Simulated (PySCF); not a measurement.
Choosing a molecule for a target property.

Species are written as SMILES; each is one conformer at its optimised geometry, gas phase, non-relativistic unless stated. Electronic properties by PySCF.

The conformers computed, where there is a choice (atom-mapped SMILES and torsion angles):
- `[CH:1]#[C:2][CH2:3][C:4](=[CH2:5])[C:6]([F:7])=[C:8]([F:9])[F:10]`: C2–C3–C4–C5 -112°, C3–C4–C6–F7 -171°
- `[CH2:1]=[C:2]1[CH:3]=[CH:4][C:5]([C:6]([F:7])([F:8])[F:9])=[CH:10]1`: C4–C5–C6–F7 60°
- `[SiH3:1][CH2:2][CH2:3][SiH2:4][SH:5]`: Si1–C2–C3–Si4 -178°, C2–C3–Si4–S5 -62°, H–S5–Si4–C3 50°
- `[CH3:1][SiH2:2][Si@H:3]([CH3:4])[SH:5]`: C1–Si2–Si3–C4 -57°, H–S5–Si3–Si2 61°

**Question.** Wanted: HOMO–LUMO gap between 7.6 eV and 9 eV (CAM-B3LYP/def2-SVPD) and lowest triplet excitation (Tamm–Dancoff) below 4 eV (TDA CAM-B3LYP/def2-SVPD), at GFN2-xTB geometries. Which candidate meets both?
A. `[SiH3]CC[SiH2]S`
B. `C[SiH2][Si@H](C)S`
C. `C#CCC(=C)C(F)=C(F)F`
D. `C=C1C=CC(C(F)(F)F)=C1`

**Answer.** C. Computed values:
```
              species  HOMO–LUMO gap  lowest triplet excitation (Tamm–Dancoff)
C=C1C=CC(C(F)(F)F)=C1        6.88 eV                                   2.42 eV
  C#CCC(=C)C(F)=C(F)F        8.26 eV                                   3.27 eV
    C[SiH2][Si@H](C)S        8.82 eV                                   5.30 eV
      [SiH3]CC[SiH2]S        9.34 eV                                   5.65 eV
```

**Question.** Wanted: electronic spatial extent ⟨r²⟩ about the centre of nuclear charge above 1430 bohr² (CAM-B3LYP/def2-SVPD) and lowest singlet excitation below 5.8 eV (TDDFT CAM-B3LYP/def2-SVPD), at GFN2-xTB geometries. Which candidate meets both?
A. `[SiH3]CC[SiH2]S`
B. `C#CCC(=C)C(F)=C(F)F`
C. `C=C1C=CC(C(F)(F)F)=C1`
D. `C[SiH2][Si@H](C)S`

**Answer.** C. Computed values:
```csv
species,electronic spatial extent ⟨r²⟩ about the centre of nuclear charge,lowest singlet excitation
C[SiH2][Si@H](C)S,1210 bohr²,5.73 eV
C#CCC(=C)C(F)=C(F)F,1396 bohr²,5.85 eV
[SiH3]CC[SiH2]S,1457 bohr²,6.07 eV
C=C1C=CC(C(F)(F)F)=C1,1480 bohr²,3.64 eV
```
